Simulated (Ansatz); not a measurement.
The cluster Ge12N, relaxed as a doublet with UKS PBE-D4/def2-SVP in Ansatz, starting from the GFN2-xTB geometry. Force threshold 0.03 eV/Å.

Another isomer (doublet) lies 0.15 eV lower at PBE0-D4/def2-TZVP; other spin states weren't run for this one.

Start:

Cartesian coordinates in Å:
```
N 1.5963 0.1745 0.1984
Ge 0.6536 -0.0168 1.9278
Ge -0.5829 2.3414 -1.2326
Ge 2.4722 -1.4393 -0.3737
Ge 0.1509 2.9812 1.0938
Ge -1.7033 -0.1635 -1.4400
Ge -1.5469 1.1219 0.9470
Ge -0.0675 -2.3571 -1.3306
Ge -1.2977 -1.4969 0.8740
Ge -3.4804 -0.3616 0.4695
Ge 0.7885 -2.8932 1.0005
Ge 2.1010 1.9646 -0.2970
Ge 0.9158 0.1449 -1.8371
```

```json
{"step": "1", "energy (eV)": "-679528.2693", "largest force component (eV/Å)": "0.744", "SCF passes": "29"}
{"step": "2", "energy (eV)": "-679528.5422", "largest force component (eV/Å)": "0.412", "SCF passes": "35"}
{"step": "3", "energy (eV)": "-679528.5842", "largest force component (eV/Å)": "0.253", "SCF passes": "30"}
{"step": "4", "energy (eV)": "-679528.6129", "largest force component (eV/Å)": "0.109", "SCF passes": "30"}
{"step": "5", "energy (eV)": "-679528.6267", "largest force component (eV/Å)": "0.119", "SCF passes": "29"}
{"step": "6 (rejected)", "energy (eV)": "-679528.6056", "largest force component (eV/Å)": "0.196", "SCF passes": "35"}
{"step": "7", "energy (eV)": "-679528.6348", "largest force component (eV/Å)": "0.065", "SCF passes": "34"}
{"step": "8 (rejected)", "energy (eV)": "-679528.5872", "largest force component (eV/Å)": "0.447", "SCF passes": "36"}
{"step": "9", "energy (eV)": "-679528.6374", "largest force component (eV/Å)": "0.117", "SCF passes": "34"}
{"step": "10", "energy (eV)": "-679528.6392", "largest force component (eV/Å)": "0.036", "SCF passes": "30"}
{"step": "11", "energy (eV)": "-679528.6395", "largest force component (eV/Å)": "0.038", "SCF passes": "32"}
{"step": "12", "energy (eV)": "-679528.6400", "largest force component (eV/Å)": "0.016", "SCF passes": "32"}
```

Force components are those of the run's own axes.

End:

Cartesian coordinates in Å:
```
N 1.6705 0.1965 0.2576
Ge 0.7355 -0.0840 1.9527
Ge -0.6307 2.3265 -1.4335
Ge 2.5644 -1.4904 -0.2202
Ge 0.0026 3.2190 0.8875
Ge -1.8070 -0.1695 -1.4688
Ge -1.4619 1.1461 1.0181
Ge -0.0846 -2.3515 -1.5518
Ge -1.2668 -1.5491 0.8773
Ge -3.4786 -0.3308 0.6408
Ge 0.6960 -3.1005 0.8410
Ge 2.1790 2.0494 -0.1839
Ge 0.8813 0.1383 -1.6169
```

By distances, no bond broke or formed. The bond that changes most is Ge4–Ge8, from 2.86 to 3.09 Å (atoms count from 1).

No frequencies were taken in this run, so the end may be a saddle point.

It took 79 s on 2 threads of AMD EPYC 7R13 on a shared host and a share (18 GiB) of an NVIDIA H100 80GB HBM3, peak host memory 1.1 GiB.
